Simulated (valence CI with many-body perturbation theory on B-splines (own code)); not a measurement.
**P8+: magnetic and hyperfine properties of the levels**

Computed by relativistic CI+MBPT: five valence electrons over a frozen Dirac-Fock core [He], a basis of 9 s, 9 p, 8 d, 6 f, 3 g, 1 h functions for each j, with the one-electron correlation potential Σ1, the two-electron term Σ2, the three-electron term Σ3, Breit, model QED; selected CI, second order for the rest, scaled by the run's own slope (own B-spline code, finite nucleus).

No measured spectrum was set against this ion. As an estimate, levels of excited configurations hold to 0.05 to 0.15 % of their energy, terms of the ground configuration to about 0.5 %. Among the levels kept, up to 2100 cm⁻¹ of a level comes from second order outside the variational space, and about a tenth of that is noise between levels of different J, which matters for small intervals.

A/g_I is the dipole constant over the nuclear g factor μ/I (μ in nuclear magnetons, uniformly magnetised nucleus), B/Q the quadrupole constant per barn. Both hold the static response of the core; the bare values leave it out. Large factors of s and p1/2 electrons are usually good to 5 to 10 %; those of open d and f shells near neutrality can be off by tens of per cent, and small factors of p3/2, d and f electrons come from cancelling terms and can be off by a factor of two or in sign, in half-filled shells by more. B is blank for J = 1/2, where it vanishes, and for nearly pure S terms. Energies count from the lowest level.

Letters in brackets count levels of one name in rising energy.

```tsv
Level	E (eV)	g	A/g_I (MHz)	A/g_I bare	B/Q (MHz/b)	B/Q bare
2s2 2p3 4S°_3/2	0.00	1.999	45.0	1260		
2s2 2p3 2D°_3/2	9.45	0.812	4600	4430	2870	2900
2s2 2p3 2D°_5/2	9.52	1.199	7340	7560	-129	-130
2s2 2p3 2P°_1/2	14.44	0.664	20700	20100		
2s2 2p3 2P°_3/2	14.57	1.322	4020	4440	-2970	-3000
2s 2p4 4P_5/2	42.84	1.600	17300	17300	7150	7210
2s 2p4 4P_3/2	43.46	1.734	16200	16200	-5690	-5740
2s 2p4 4P_1/2	43.79	2.668	34600	34600		
2s 2p4 2D_3/2	58.98	0.799	-5320	-4660	-10100	-10200
2s 2p4 2D_5/2	58.98	1.200	20200	19600	-14400	-14500
2s 2p4 2S_1/2	69.07	1.976	69300	66100		
2s 2p4 2P_3/2	72.41	1.332	-2370	-1290	7080	7150
2s 2p4 2P_1/2	73.19	0.691	13200	12100		
2p5 2P°_3/2	112.31	1.333	3170	3890	-6870	-6930
2p5 2P°_1/2	113.31	0.664	20800	19900		
2s2 2p2 3s 4P_1/2	216.21	2.656	7590	8470		
2s2 2p2 3s 4P_3/2	216.61	1.731	4050	4510	6060	6110
2s2 2p2 3s 4P_5/2	217.18	1.598	7480	7860	-7620	-7690
2s2 2p2 3s 2P_1/2	218.96	0.680	3300	2960		
2s2 2p2 3s 2P_3/2	219.65	1.329	4590	5270	-7440	-7500
2s2 2p2 3s 2D_5/2	224.29	1.202	9480	9360	15100	15300
2s2 2p2 3s 2D_3/2	224.32	0.805	5780	5910	10500	10600
2s2 2p2 3p 2S°_1/2	226.72	1.992	-665	958		
2s2 2p2 3p 4D°_1/2	227.82	0.032	5850	4980		
2s2 2p2 3p 4D°_3/2	228.04	1.215	2190	2400	1650	1660
2s2 2p2 3p 4D°_5/2	228.43	1.377	1990	2360	1080	1090
2s2 2p2 3p 4D°_7/2	228.93	1.427	3460	3860	-5890	-5950
2s2 2p2 3p 4P°_1/2	229.12	2.634	-3680	-2120		
2s2 2p2 3p 4P°_3/2	229.22	1.704	2750	3400	-3870	-3900
2s2 2p2 3p 4P°_5/2	229.56	1.570	2890	3440	-368	-368
2s2 2p2 3p 2D°_3/2 [a]	230.59	0.817	6930	6680	-2620	-2640
2s2 2p2 3p 2D°_5/2 [a]	231.32	1.220	4360	4620	-2600	-2630
2s2 2p2 3p 4S°_3/2	231.54	1.993	3310	4200		
2s2 2p2 3s 2S_1/2	231.89	2.001	16600	16000		
2s2 2p2 3p 2P°_1/2 [a]	232.62	0.674	6440	6080		
2s2 2p2 3p 2P°_3/2 [a]	232.63	1.334	4380	4810	2620	2650
2s2 2p2 3p 2F°_5/2	236.35	0.861	6770	6720	13800	13900
2s2 2p2 3p 2F°_7/2	236.54	1.144	4780	4830	16800	17000
2s 2p3 3s 6S°_5/2	237.14	2.001	17500	17700		
2s2 2p2 3p 2D°_5/2 [b]	238.65	1.199	6100	6210	3230	3260
```

Q: Take the isotope of mass number 31, with I = 1/2, μ = 1.13093 μN. What is the hyperfine structure of 2s 2p4 4P_5/2?

A: From the table A = 39000 MHz. Shifts from the centre of gravity in MHz: F = 2: -68200, F = 3: 48800.
